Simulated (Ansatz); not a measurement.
This geometry of CH6FNSn (10 atoms, charge 0, multiplicity 1) is a first-order saddle point.

Level of theory: RKS PBE-D4/def2-SVP in Ansatz.

```xyz
10
Properties=species:S:1:pos:R:3
Sn -0.971 -0.532 -1.125
F 0.358 -1.274 -2.388
N -0.122 -0.277 0.702
C 0.853 0.764 1.009
H 0.022 -1.142 1.231
H -2.194 -1.736 -0.995
H -1.359 1.019 -1.763
H 1.596 0.403 1.751
H 0.375 1.670 1.449
H 1.442 1.105 0.128
```

(1) Which two structures does it join? (They come from a converged band through this point; their orientation in space is the band's.)

(2) How far does it lie above each of them?

## Answers

(1) No bond is made or broken.  The two ends are copies of one structure, up to a mirror image or an exchange of like atoms.

Initial state:

```xyz
10
Properties=species:S:1:pos:R:3
Sn -0.986 -0.502 -1.104
F 0.351 -0.925 -2.499
N -0.094 -0.346 0.724
C 0.855 0.718 1.020
H 0.199 -1.252 1.108
H -2.051 -1.855 -1.077
H -1.589 1.057 -1.520
H 0.964 0.846 2.121
H 0.473 1.684 0.627
H 1.879 0.575 0.599
```

Final state:

```xyz
10
Properties=species:S:1:pos:R:3
Sn -0.896 -0.545 -1.156
F 0.521 -1.312 -2.303
N -0.211 -0.247 0.739
C 0.801 0.758 1.032
H -0.073 -1.111 1.273
H -2.138 -1.737 -1.110
H -1.218 1.008 -1.830
H 1.852 0.452 0.811
H 0.760 1.056 2.104
H 0.602 1.679 0.442
```

(2) 1.9 kcal/mol above the first and 2.0 kcal/mol above the second. This is the barrier of this one path; another mechanism may lie lower.

Time of the run: 3.8 min on 2 threads of Intel(R) Xeon(R) Platinum 8259CL CPU @ 2.50GHz (Skylake/Cascade Lake) (shared host), peak memory 0.16 GiB.
